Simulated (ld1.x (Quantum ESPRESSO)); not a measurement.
What one change does to a pseudopotential (Ne, ultrasoft)

```
Element                 : Ne (Z = 10)
Generator               : ld1.x (Quantum ESPRESSO) 7.5
Type                    : ultrasoft
Functional              : PBEsol
Relativity              : non-relativistic
Frozen core             : [He]
Valence charge          : 8
Reference configuration : 2s2 2p5.5 (charge +0.5)
Partial waves           : 2s (bound): rcut 0.60, rcutus 0.80 bohr; 2s channel at -2.05 Ry: rcut 0.60, rcutus 0.80 bohr; 2p (bound): rcut 1.30, rcutus 1.65 bohr; 2p channel at 2.1 Ry: rcut 1.30, rcutus 1.65 bohr
Local potential         : all-electron potential smoothed inside 1.20 bohr (lloc = -1)
Core correction         : a·sin(br)/r model core inside 0.75 bohr
Augmentation charge     : PSQ, radius 0.70 bohr
```

Change: waves 2p (bound): rcut 0.96, rcutus 1.02 bohr; 2p channel at 2.1 Ry: rcut 0.96, rcutus 1.02 bohr.

Cutoffs: the cutoffs (Ry, on a coarse ladder) from which the occupation-weighted sum of valence levels, in a spherical-Bessel basis at the reference potential, stays within 10 and 1 mRy of its value at 400 Ry; they do not see the model core or the augmentation charge, which bear on the density cutoff. Errors are all-electron minus pseudo energies relative to the spin-unpolarised reference configuration.

Question: Predict the effect on cutoff, ghosts and configuration errors.

Answer: The potential gets harder (40 Ry and 80 Ry → 80 Ry and 140 Ry); of the 6 tests that both files solve, the error grows in 1 and shrinks in 4 by more than 15 % and 0.3 meV (median size 22.1 → 7.2 meV); neither file shows a bound ghost. A smaller radius makes the pseudo-wave follow the all-electron one further in, where it bends more sharply, so more plane waves are needed.

| quantity | base | changed |
| --- | --- | --- |
| cutoff, loose | 40 Ry | 80 Ry |
| cutoff, tight | 80 Ry | 140 Ry |
| loose cutoff by channel (10 mRy a level) | s 35 Ry, p 25 Ry | s 35 Ry, p 60 Ry |
| bound ghosts | none | none |
| error for 2s2 2p6, meV [ΔE -8.84 eV] | -0.1 | +0.2 |
| error for 2s2 2p5, meV [ΔE 13.57 eV] | -2.0 | +0.7 |
| error for 2s2 2p4, meV [ΔE 56.75 eV] | -42 | +11 |
| error for 2s2 2p3, meV [ΔE 124.04 eV] | -159 | +54 |
| error for 2s1 2p6, meV [ΔE 36.70 eV] | +1.4 | +3.3 |
| error for 2s2 2p2, meV [ΔE 218.47 eV] | -279 | +180 |
| lowest overlap eigenvalue by channel | s 0.68, p 0.82 | s 0.68, p 1.00 |
